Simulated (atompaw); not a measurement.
## Scattering properties, PAW (atompaw) potential for copper

Cu, PAW, made with atompaw 4.2.0.5 (LDA (PW92), scalar-relativistic). Core [Ar], reference 3d10 4s1 4p0. Waves: 4s (bound); 4s channel at 4.75 Ry; 4p (bound, empty); 4p channel at 3.2 Ry; 3d (bound); 3d channel at 0.05 Ry. Local part: bessel scheme, radius 1.85 bohr. Core correction: smooth core density matched at 1.35 bohr. Augmentation charge: sinc compensation charge, radius 2.15 bohr; PAW radius 2.50 bohr; waves and projectors: bloechl.

The phase is arctan(r·u′/u) with u = r·R(r), unwrapped; energies in Ry, scanned from -2 to 5 Ry. A pole is an energy at which the radial function vanishes at the test radius. The pseudo phase is shifted by a multiple of π to meet the all-electron one at the reference energy, and phase errors are pseudo minus all-electron; the curves can meet again beyond the range given. Levels narrower than the energy grid can be missing from the lists of poles.

Q: For each channel, where are the poles, and over which energies does the pseudopotential scatter like the atom?

A:

```
channel  radius (bohr)  reference energy (Ry)  poles, all-electron  poles, pseudo  unbroken range about the reference energy with phases within 0.05 rad  phase error 1 Ry above the reference energy (rad)
      s           2.51                  -0.36                 1.43           1.42                                                        the whole range                                             -0.001
      p           2.51                  -0.06                 2.51           2.51                                                        the whole range                                             -0.001
      d           2.51                  -0.39          -0.28, 4.48          -0.28                                                              below 1.6                                             +0.001
```

Phases in the d channel:

| E (Ry) | all-electron | pseudo |
| --- | --- | --- |
| -2.00 | 1.308 | 1.309 |
| -1.52 | 1.272 | 1.272 |
| -1.04 | 1.202 | 1.202 |
| -0.56 | 0.788 | 0.789 |
| -0.08 | -1.768 | -1.768 |
| 0.40 | -1.938 | -1.938 |
| 0.88 | -2.112 | -2.110 |
| 1.36 | -2.469 | -2.452 |
| 1.84 | -3.324 | -3.251 |
| 2.32 | -4.100 | -4.034 |
| 2.80 | -4.407 | -4.359 |
| 3.28 | -4.548 | -4.507 |
| 3.76 | -4.631 | -4.591 |
| 4.24 | -4.689 | -4.646 |
| 4.72 | -4.735 | -4.686 |
